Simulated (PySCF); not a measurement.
**Spin-rotation constants: `InChI=1S/C3H9NO2Si/c4-2-1-3-6-7-5/h2,4-5H,1,3,7H2/b4-2-`**

Cartesian coordinates in Å; atom numbers follow the order of the lines, from 1:
```xyz
16

N     2.7187    1.6934   -0.5130
C     1.6236    1.0983   -0.6253
C     1.3722   -0.3738   -0.7790
C     0.3143   -0.8541    0.2176
O    -0.9121   -0.2650   -0.0778
Si   -2.2837   -0.3275    0.7978
O    -3.3386    0.5551   -0.0505
H     3.5414    1.0896   -0.5340
H     0.7293    1.7140   -0.6045
H     0.9972   -0.5550   -1.7902
H     2.2948   -0.9417   -0.6355
H     0.6209   -0.5967    1.2395
H     0.2211   -1.9461    0.1600
H    -2.8241   -1.6808    0.8705
H    -2.0532    0.2511    2.1215
H    -3.0296    1.1481   -0.7313
```

Level of theory: PySCF, GIAO HF/pcSseg-1 magnetisability, rotational g tensor and spin-rotation constants, non-relativistic, gas phase. Geometry: GFN2-xTB.

Problem. Give the nuclear spin-rotation constants along the inertial axes (H = +C I·J) beside the isotropic shieldings.

Solution. Rotational constants 5.3170, 0.8831, 0.8108 GHz. A star marks the isotopologue with that one atom substituted, in its own axes.
| atom | isotope | Caa (kHz) | Cbb (kHz) | Ccc (kHz) | mean (kHz) | σ (ppm) |
| --- | --- | --- | --- | --- | --- | --- |
| N1 | 14N | 1.452 | 0.187 | 0.049 | 0.562 | -86.4 |
| H8 | 1H | 0.265 | 0.017 | -0.103 | 0.060 | 21.8 |
| H9 | 1H | 0.009 | 0.012 | -0.082 | -0.020 | 24.2 |
| H10 | 1H | -0.592 | -0.101 | 0.031 | -0.220 | 29.6 |
| H11 | 1H | -0.247 | -0.030 | -0.101 | -0.126 | 30.6 |
| H12 | 1H | -0.517 | -0.101 | 0.035 | -0.194 | 28.7 |
| H13 | 1H | -0.488 | 0.018 | -0.073 | -0.181 | 28.4 |
| H14 | 1H | -0.255 | -0.003 | -0.074 | -0.111 | 27.9 |
| H15 | 1H | -0.481 | -0.083 | 0.034 | -0.177 | 27.8 |
| H16 | 1H | -0.493 | -0.044 | -0.075 | -0.204 | 29.9 |
| C2 | 13C* | 2.122 | 0.447 | 0.158 | 0.909 | 19.4 |
| C3 | 13C* | 0.885 | 0.136 | 0.151 | 0.391 | 150.1 |
| C4 | 13C* | 0.939 | 0.158 | 0.162 | 0.420 | 138.2 |
| O5 | 17O* | -0.383 | -0.062 | -0.037 | -0.161 | 320.7 |
| Si6 | 29Si* | -2.841 | -0.472 | -0.442 | -1.252 | 426.2 |
| O7 | 17O* | -0.218 | -0.065 | -0.059 | -0.114 | 320.1 |

For the geometry as given, no vibrational averaging.

Problem. How do the rotational constants and the g tensor change when H8, H9, H10, H11, H12, H13, H14, H15, H16 are replaced by deuterium?

Solution. Constants 4.2478, 0.8068, 0.7386 GHz; g -0.0564, -0.0130, -0.0104, against -0.0699, -0.0143, -0.0114 before.
